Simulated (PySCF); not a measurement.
## `O=C([C@@H]1[C@H](OC)CC1)F`, C$_{6}$H$_{9}$FO$_{2}$

Molfile (atoms numbered from 1):
```
C6H9FO2
     RDKit          3D

 18 18  0  0  0  0  0  0  0  0999 V2000
    2.0975   -1.1869    0.3234 C   0  0  0  0  0  0  0  0  0  0  0  0
    1.3649   -0.0310    0.6635 O   0  0  0  0  0  0  0  0  0  0  0  0
    0.5119    0.4239   -0.3324 C   0  0  2  0  0  0  0  0  0  0  0  0
   -0.2228    1.7226    0.0178 C   0  0  0  0  0  0  0  0  0  0  0  0
   -1.5346    1.1060   -0.4873 C   0  0  0  0  0  0  0  0  0  0  0  0
   -0.8823   -0.2910   -0.5190 C   0  0  2  0  0  0  0  0  0  0  0  0
   -1.2242   -1.1824    0.6188 C   0  0  0  0  0  0  0  0  0  0  0  0
   -1.2513   -2.3649    0.6488 O   0  0  0  0  0  0  0  0  0  0  0  0
   -1.5223   -0.4888    1.7496 F   0  0  0  0  0  0  0  0  0  0  0  0
    2.7583   -1.3858    1.1639 H   0  0  0  0  0  0  0  0  0  0  0  0
    2.6939   -1.0193   -0.5813 H   0  0  0  0  0  0  0  0  0  0  0  0
    1.4412   -2.0485    0.1649 H   0  0  0  0  0  0  0  0  0  0  0  0
    1.0307    0.4688   -1.3011 H   0  0  0  0  0  0  0  0  0  0  0  0
   -0.2178    1.8801    1.0931 H   0  0  0  0  0  0  0  0  0  0  0  0
    0.1280    2.6191   -0.4857 H   0  0  0  0  0  0  0  0  0  0  0  0
   -2.3896    1.2050    0.1765 H   0  0  0  0  0  0  0  0  0  0  0  0
   -1.8093    1.4436   -1.4835 H   0  0  0  0  0  0  0  0  0  0  0  0
   -0.9809   -0.8640   -1.4417 H   0  0  0  0  0  0  0  0  0  0  0  0
  1  2  1  0
  2  3  1  0
  3  4  1  0
  4  5  1  0
  5  6  1  0
  6  7  1  0
  7  8  2  0
  7  9  1  0
  6  3  1  0
  1 10  1  0
  1 11  1  0
  1 12  1  0
  3 13  1  6
  4 14  1  0
  4 15  1  0
  5 16  1  0
  5 17  1  0
  6 18  1  6
M  END
```

Theory: GIAO KT3/pcSseg-0 magnetisability, rotational g tensor and spin-rotation constants, non-relativistic, gas phase in PySCF. Geometry: GFN2-xTB.

How diamagnetic is it, and how anisotropic?

Isotropic -1212 × 10⁻³⁰ J/T², or -73.0 × 10⁻⁶ cm³/mol; principal values -1362, -1250, -1023 × 10⁻³⁰ J/T², anisotropy 299 × 10⁻³⁰ J/T² (root of half the summed squared differences of the principal values). The susceptibility is in cgs units.

Split it along the inertial axes a, b, c into diamagnetic and paramagnetic parts about the centre of mass, with the quadrupole moment.


```csv
axis,χ (10⁻⁶ cm³/mol),diamagnetic (10⁻⁶ cm³/mol),paramagnetic (10⁻⁶ cm³/mol),summed x² of all electrons (Å²),quadrupole Θ (D Å)
a,-76.2,-745.2,669.0,137.9,-2.02
b,-77.2,-774.9,697.7,130.9,+2.57
c,-65.5,-1140.2,1074.7,44.8,-0.55
```
Anisotropies 2χaa − χbb − χcc = -9.6 and 2χbb − χaa − χcc = -12.8 × 10⁻⁶ cm³/mol. Θ is traceless in Buckingham's convention.

And the rotational g tensor?


| axis | rotational constant (GHz) | g | nuclear part | electronic part |
| --- | --- | --- | --- | --- |
| a | 1.9156 | -0.0154 | 0.5867 | -0.6021 |
| b | 1.7328 | -0.0153 | 0.5527 | -0.5680 |
| c | 1.1500 | -0.0155 | 0.5652 | -0.5806 |

Asymmetric top; isotopes 12C, 19F, 1H, 16O; no vibrational averaging.
